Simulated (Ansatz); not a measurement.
N-butyl-N-methylpyrrolidinium chloride (C₉H₂₀ClN), relaxed as a singlet with RKS r2SCAN-D4/def2-SVP in Ansatz, starting from the GFN2-xTB geometry. Force threshold 0.03 eV/Å.

Start:

```xyz
31

C    -0.476    2.653    3.226
C     0.355    2.183    2.038
C    -0.248    0.935    1.390
C     0.668    0.431    0.280
N     0.080   -0.607   -0.604
C    -0.299   -1.782    0.198
C     1.087   -1.016   -1.616
C     0.290   -1.704   -2.719
C    -1.113   -1.069   -2.636
C    -1.050   -0.126   -1.428
H    -1.496    2.879    2.919
H    -0.043    3.548    3.663
H    -0.512    1.883    3.993
H     0.417    2.986    1.299
H     1.368    1.954    2.368
H    -1.239    1.187    1.003
H    -0.358    0.172    2.159
H     1.566   -0.039    0.713
H     0.969    1.271   -0.351
H     0.606   -2.100    0.735
H    -0.638   -2.584   -0.449
H    -1.089   -1.523    0.896
H     1.565   -0.115   -2.000
H     1.846   -1.626   -1.109
H     0.244   -2.781   -2.561
H     0.754   -1.539   -3.688
H    -1.360   -0.515   -3.539
H    -1.880   -1.829   -2.499
H    -1.974   -0.121   -0.852
H    -0.829    0.895   -1.747
Cl    2.789   -1.902    0.920
```

(1) Estimate the energy that the relaxation releases and the steps that it takes.

(2) Does the start keep its bonding?

(3) Predict the relaxed structure.

Results:

(1) 3.6 kcal/mol, in 7 steps; 26 s on 4 threads of Intel Xeon 6975P-C on a shared host. The force fell under the threshold at step 6, but the optimiser went on. No frequencies were taken in this run, so the end may be a saddle point.

(2) By distances, no bond broke or formed. The bond that changes most is N5–C7, from 1.49 to 1.52 Å (atoms count from 1).

(3) 
```xyz
31

C    -0.446    2.645    3.275
C     0.381    2.156    2.093
C    -0.260    0.969    1.372
C     0.644    0.492    0.253
N     0.062   -0.592   -0.625
C    -0.321   -1.784    0.203
C     1.105   -1.011   -1.647
C     0.308   -1.733   -2.726
C    -1.123   -1.135   -2.652
C    -1.083   -0.140   -1.486
H    -1.453    2.963    2.957
H     0.033    3.503    3.772
H    -0.570    1.851    4.029
H     0.535    2.982    1.374
H     1.388    1.857    2.435
H    -1.261    1.263    1.001
H    -0.409    0.157    2.105
H     1.577    0.028    0.656
H     0.897    1.320   -0.431
H     0.604   -2.077    0.756
H    -0.649   -2.587   -0.468
H    -1.145   -1.498    0.867
H     1.539   -0.072   -2.024
H     1.889   -1.566   -1.083
H     0.291   -2.819   -2.549
H     0.774   -1.583   -3.710
H    -1.413   -0.618   -3.578
H    -1.876   -1.919   -2.479
H    -2.002   -0.097   -0.886
H    -0.834    0.877   -1.826
Cl    2.819   -1.836    1.020
```
Bond lengths: 6 × C–C 1.52 to 1.55 Å; 4 × C–N 1.50 to 1.52 Å; 20 × C–H 1.10 to 1.12 Å.
